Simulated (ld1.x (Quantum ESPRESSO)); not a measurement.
# titanium, ultrasoft: configuration errors across variants

```
Element                 : Ti
Generator               : ld1.x (Quantum ESPRESSO) 7.5
Type                    : ultrasoft
Functional              : LDA (PZ)
Relativity              : fully relativistic
Frozen core             : [Ar]
Valence charge          : 4
Reference configuration : 3d2 4s2 4p0
Partial waves           : 4s (bound): rcut 2.65, rcutus 2.80 bohr; 4s channel at 4.55 Ry: rcut 2.65, rcutus 2.80 bohr; 4p (bound, empty): rcut 3.35, rcutus 4.25 bohr; 4p channel at 0.2 Ry: rcut 3.35, rcutus 4.25 bohr; 3d (bound): rcut 1.70, rcutus 2.30 bohr; 3d channel at 0.55 Ry: rcut 1.70, rcutus 2.30 bohr
Local potential         : all-electron potential smoothed inside 3.40 bohr (lloc = -1)
Core correction         : a·sin(br)/r model core inside 1.15 bohr
Augmentation charge     : PSQ, inside the norm-conserving radii
```

Open shells are filled in proportion to 2j + 1 (rel_dist='average').

All-electron excitation energies from the reference (eV): (1) 3d2 4s1 4p0 7.536; (2) 3d2 4s0 4p0 21.336; (3) 3d1 4s0 4p0 48.525.

2 further variants failed, have other tests or too few solved ones, and are left out.

Errors AE − PS in meV (a dash: test not solved or not reliable):

```csv
change,(1),(2),(3),bound ghosts
base,-3.9,-37,-540,none
"waves 4p (bound): rcut 3.35, rcutus 5.20 bohr; 4p channel at 0.2 Ry: rcut 3.35, rcutus 5.20 bohr",-3.9,-37,-540,none
"waves 3d (bound): rcut 1.70, rcutus 2.04 bohr; 3d channel at 0.55 Ry: rcut 1.70, rcutus 2.04 bohr",–,–,–,none
"augmentation built from norm-conserving waves at rcut, not smoothed further",+2.4,-39,-399,not determined
```

(1) Give the same row for: all radii but the core radius scaled by about 1.24 (s 3.46, p 5.26, d 2.84 bohr, rcut 3.28/4.14/2.10); local potential all-electron potential smoothed inside 4.20 bohr (lloc = -1).

## Answers

(1) -13, -57, -812; bound ghosts: none.
